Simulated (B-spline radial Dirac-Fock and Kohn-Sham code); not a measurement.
Pm²⁺: eigenvalues, ΔSCF and the reference

System: the Pm²⁺ ion, [Xe] 4f5.

The density-functional columns are spherical, spin-unpolarised Dirac-Kohn-Sham results without Breit or QED terms: −ε is minus the orbital energy of the initial state and ΔSCF the difference of two total energies. The reference in the last column comes from Dirac-Fock ΔSCF + Breit + QED. All numbers are from a radial B-spline solver, in eV; a selection of levels is shown. The Kohn-Sham columns are given as differences from the reference. For the 1s level of heavy atoms much of the gap between ΔSCF and the reference is the Breit and QED part, -184.1 eV here; for other levels the error of the functional can be larger.

```
level  PBE −ε − DF  PBE ΔSCF − DF  LDA −ε − DF  LDA ΔSCF − DF  Dirac-Fock
   1s       -213.8         +217.5       -257.9         +172.1     45201.5
   2s       -129.6          -52.5       -135.5          -58.1      7451.8
2p1/2        -97.2           +0.6        -99.7           -1.7      7032.1
2p3/2       -103.9          -15.1       -105.7          -16.7      6478.6
   3s        -64.6          -41.2        -66.3          -42.8      1671.4
3p1/2        -51.5          -26.7        -52.2          -27.3      1492.2
3p3/2        -50.8          -27.5        -51.3          -27.9      1378.9
3d3/2        -31.8           -4.5        -31.7           -4.3      1071.2
3d5/2        -32.4           -5.6        -32.2           -5.4      1047.3
   4s        -29.7          -19.2        -30.4          -19.9       359.6
4p1/2        -23.2          -12.9        -23.5          -13.2       289.9
4p3/2        -23.2          -13.2        -23.7          -13.6       265.4
4d3/2        -11.2           -1.5        -11.2           -1.5       149.4
4d5/2        -11.3           -1.7        -11.3           -1.7       145.1
   4f         -4.1           +3.9         -3.8           +4.2       19.23
   5s         -8.5           -1.9         -8.3           -1.7       63.51
5p1/2         -4.5           +1.6         -4.3           +1.9       42.61
5p3/2         -4.5           +1.4         -4.3           +1.6       39.27
```

Values without a named source are computed, but for edge energies of neutral atoms, which are taken from tables.
